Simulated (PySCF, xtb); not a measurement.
B(Cl)(NCO)(OH) (CHBClNO2), SMILES O=C=NB(O)Cl.

GFN2-xTB (xtb 6.7.1) at its own geometry gives an orbital gap of 4.90 eV and a dipole moment of 2.48 D.

Geometry optimised at TPSSh-D3(BJ)/def2-SVP. The structure was generated by enumeration, and PubChem lists no compound with its InChIKey, so it may never have been made. Other conformers were not sampled.

Q: What does PBE0/def2-TZVP (PySCF) give? (An estimate is asked for; the answer gives what the named calculation found.)

A: gap 8.03 eV (levels -8.95 and -0.92 eV), dipole 2.28 D.
